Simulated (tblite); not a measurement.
Compound: C7H9BO2.
SMILES with atom numbers: `[CH2:1]=[CH:2][B@@H-:3]1[O:4][C:5]([CH:6]=[CH2:7])=[CH:8][CH:9]=[O+:10]1` (hydrogens: H11, H12 on C1; H13 on C2; H14 on B3; H15 on C6; H16, H17 on C7; H18 on C8; H19 on C9)

Geometry (GFN2-xTB, Å), atoms numbered from 1 in this order:
```xyz
19
C7H9BO2 angstrom
C     -2.306    0.811   -0.760
C     -2.328    0.167    0.397
B     -1.154   -0.801    0.923
O      0.152    0.016    0.952
C      1.039   -0.090    0.049
C      2.185    0.822    0.101
C      2.300    1.769    1.025
C      0.981   -1.060   -0.966
C     -0.062   -1.969   -0.929
O     -1.008   -1.964   -0.092
H     -1.474    0.730   -1.445
H     -3.109    1.454   -1.093
H     -3.200    0.304    1.026
H     -1.304   -1.276    1.999
H      2.935    0.681   -0.665
H      3.142    2.439    1.059
H      1.537    1.891    1.777
H      1.751   -1.129   -1.712
H     -0.087   -2.785   -1.654
```

Computed with GFN2-xTB (tblite): harmonic, unscaled wavenumbers at the GFN2-xTB geometry, gas phase. Errors from tens to a few hundred cm⁻¹ against measured bands are possible. Modes of hydrogen on boron can be 10 to 20 % off. One conformer, not necessarily the lowest. The optimisation stopped once no atom felt more than 0.01 eV/Å.

Lowest wavenumbers of the output (negative numbers stand for imaginary wavenumbers):
```
mode    cm-1
  1     -48.0
  2      53.8
  3      73.8
  4     125.1
  5     184.6
  6     210.1
  7     235.7
  8     344.3
  9     401.5
 10     424.0
 11     455.3
 12     495.8
 13     537.3
 14     593.3
 15     656.7
```

Q: Is this structure a minimum?

A: Not by this Hessian. 1 mode is imaginary beyond 20i (48i cm⁻¹), so at this level the point lies at or near a first-order saddle. The curvature is small, so loose convergence or finite differences may be the whole cause.

Q: Which atoms move in the imaginary mode?

A: 48i: C1 (terminal =CH2 carbon) 38 %, H11 (vinylic hydrogen) 25 %, H13 (vinylic hydrogen) 15 %. These are shares of the mass-weighted motion.

Q: What is the remedy?

A: Step along that mode in both directions, optimise again with tighter thresholds and repeat the frequencies. The zero-point energy of this point (89.3 kcal/mol) counts the 50 real modes alone, and thermal corrections from it aren't those of a minimum.

Time: 0.75 s wall. Hardware: Arm Neoverse V1, one thread, on a shared host. The figure is for the frequency step alone.
